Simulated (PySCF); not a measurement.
# Dipole moment and polarisability of 3,3,3-trifluoropropanal

3,3,3-trifluoropropanal, C₃H₃F₃O.
Numbering: `[O:1]=[CH:2][CH2:3][C:4]([F:5])([F:6])[F:7]` (hydrogens: H8 on C2; H9, H10 on C3)

Geometry (GFN2-xTB, Å), atoms numbered from 1 in this order:
```
atom  x, y, z in Å
O1     2.336    0.857   -0.102
C2     1.172    0.820    0.153
C3     0.364   -0.461    0.240
C4    -1.047   -0.277   -0.287
F5    -1.067    0.072   -1.578
F6    -1.768   -1.400   -0.178
F7    -1.716    0.676    0.379
H8     0.584    1.729    0.369
H9     0.293   -0.749    1.294
H10    0.857   -1.263   -0.312
```

Level: PBE0/def2-SVPD (PySCF), static field, nuclei fixed, core orbitals frozen in the response. The polarisability tensor in these axes (au):

```
x   49.02  2.90 -1.21
y    2.90 41.69  0.20
z   -1.21  0.20 36.19
```

Q: Give the principal values, the mean and the anisotropy Δα = √{½[(α1 − α2)² + (α2 − α3)² + (α1 − α3)²]}.

A: Principal values 36.03, 40.76 and 50.11 au; mean 42.30 au = 6.27 Å³ = 6.97 × 10⁻⁴⁰ C²·m²/J; Δα = 12.41 au (29 % of the mean).

Q: What is the dipole moment, and where does it point?

A: (-0.45, -0.66, 1.33) D, 1.55 D in size, pointing from the negative to the positive side. Measured along this direction, the outermost atoms are O1 and F5 at the negative end and H9 at the positive end.

Q: Give the principal axes and the span of the nuclei along them.

A: Largest value along (0.94, 0.32, -0.08), where the nuclei span 4.59 Å; middle along (-0.31, 0.94, 0.13), 2.99 Å; least along (0.11, -0.09, 0.99), 3.07 Å. 

Q: What would n − 1 = 2πNα be for an ideal gas of these molecules at 400 K and 1 atm, electronic part alone?

A: N = p/kT = 1.8347 × 10¹⁹ cm⁻³, so n − 1 = 2π × N × 6.27 × 10⁻²⁴ cm³ = 723 × 10⁻⁶ at long wavelengths, for an ideal gas.

Q: Give the eigenvalues of the traceless quadrupole moment Θ = ½Σq(3rr − r²1), origin at the centre of nuclear charge.

A: -12.65, 5.90, 6.75 D·Å. The values depend on the origin, since the dipole doesn't vanish. The electronic extent ⟨r²⟩ about the same centre is 746 bohr², a root-mean-square distance of 1.93 Å for the 56 electrons.

One conformer (not necessarily the lowest) at the GFN2-xTB geometry, without solvent, vibrations or thermal averaging.
